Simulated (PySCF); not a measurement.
## V: excitation energy

V [Ar] 3d3 4s2 (4F) → V [Ar] 3d3 4s1 4p1 (high-spin determinant), as a difference of total energies. Computed with PySCF 2.14 in ANO-RCC-VTZP, with the spin-free X2C one-electron Hamiltonian (Gaussian nucleus). Correlated levels: valence and next inner shell: [Ne] frozen. The calculations carry no spin-orbit coupling.

| method | excitation energy (eV) |
| --- | --- |
| UHF | 1.049 |
| MP2 (valence and next inner shell) | 1.901 |
| SCS-MP2 (valence and next inner shell) | 2.071 |
| CCSD (valence and next inner shell) | 1.997 |
| CCSD(T) (valence and next inner shell) | 2.089 |

Question: How much does correlation contribute at CCSD(T) (valence and next inner shell)?

Answer: 2.089 − (1.049) = 1.040 eV, measured against UHF.

A first-order spin-orbit estimate (lowest level to lowest level, LS coupling) adds -0.011 eV.

The basis was made for the ground configuration and has no added diffuse functions, so the excitation energy can come out too high.

The determinant of the upper state mixes LS terms, which raises its energy above the lowest term, most at the Hartree-Fock and MP2 levels.
